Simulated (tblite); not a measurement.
Species: C₅H₇ClO₂Si.
Numbering: `[O:1]=[CH:2][O:3][C@:4]1([SiH3:5])[CH:6]=[C:7]([Cl:8])[CH2:9]1` (hydrogens: H10 on C2; H11, H12, H13 on Si5; H14 on C6; H15, H16 on C9)

Computed with GFN2-xTB (tblite), gas phase: L-BFGS steps from a force-field or distance-geometry start until the largest atomic force falls under 0.01 eV/Å.

Step 0: E = -779.1099 eV
```
atom  x, y, z in Å  |  force x, y, z in eV/Å
O1     -1.9787   -1.0383    1.3518   -0.060  -0.527  -2.329
C2     -1.9850   -1.3537    0.1669    1.175   0.980   1.340
O3     -1.0755   -0.9570   -0.7566   -0.624   0.055   1.404
C4     -0.0461   -0.0456   -0.3056    0.528   0.651  -0.057
Si5    -0.6634    1.8185   -0.0408   -0.292  -0.128  -0.012
C6      1.1783   -0.0855   -1.2052    0.659  -0.293  -0.080
C7      2.0100   -0.5149   -0.2369   -0.293   0.094  -0.345
Cl8     3.7390   -0.9040   -0.1980   -1.411   0.400   0.079
C9      0.9252   -0.5491    0.8213    0.181  -0.026   0.364
H10    -2.7158   -2.0357   -0.2878    0.084   0.096  -0.058
H11     0.4626    2.6842    0.3876   -0.167  -0.443  -0.121
H12    -1.7523    1.9044    0.9625    0.341  -0.189  -0.257
H13    -1.1934    2.3493   -1.3264    0.196  -0.319   0.280
H14     1.3354    0.1436   -2.2569   -0.219  -0.101   0.447
H15     0.6900   -1.5323    1.2243   -0.031  -0.072  -0.138
H16     1.0621    0.1250    1.6884   -0.067  -0.177  -0.515
```

**Question.** Estimate the geometry and energy of step 1. (The exact step hangs on the optimiser's Hessian estimate; all steps are aligned on step 0, rigid shifts and turns removed.)

**Answer.** E = -779.2047 eV, largest force 2.579 eV/Å
```
atom  x, y, z in Å  |  force x, y, z in eV/Å
O1     -1.9795   -1.0458    1.3185   -0.039   0.654   2.116
C2     -1.9683   -1.3397    0.1861    0.192  -0.692  -2.477
O3     -1.0845   -0.9562   -0.7365    0.130   0.378   0.610
C4     -0.0385   -0.0363   -0.3065    0.382   0.432   0.045
Si5    -0.6676    1.8167   -0.0410   -0.121  -0.137  -0.055
C6      1.1877   -0.0897   -1.2063   -0.009  -0.102  -0.215
C7      2.0058   -0.5136   -0.2419   -0.003  -0.107   0.194
Cl8     3.7188   -0.8983   -0.1968   -1.101   0.321   0.079
C9      0.9278   -0.5494    0.8265    0.111  -0.038  -0.087
H10    -2.7146   -2.0344   -0.2887    0.393   0.334   0.033
H11     0.4602    2.6778    0.3859   -0.149  -0.408  -0.103
H12    -1.7474    1.9017    0.9588    0.227  -0.186  -0.154
H13    -1.1906    2.3448   -1.3224    0.147  -0.278   0.192
H14     1.3323    0.1422   -2.2505   -0.133  -0.061   0.195
H15     0.6896   -1.5333    1.2223   -0.030  -0.095  -0.123
H16     1.0611    0.1225    1.6811    0.004  -0.013  -0.251
```

The energy changes by -0.0947 eV. The first-order estimate −F·Δx gives -0.2482 eV and the mean of the old and new forces, exact on a quadratic surface, -0.0870 eV. The step makes an angle of 0° with the force vector and moves no atom by more than 0.034 Å.

What follows is the cost of the whole relaxation. The run took 1.4 s on one thread of an Arm Neoverse V1, no GPU, shared host with 32 logical CPUs at a one-minute load of 19.
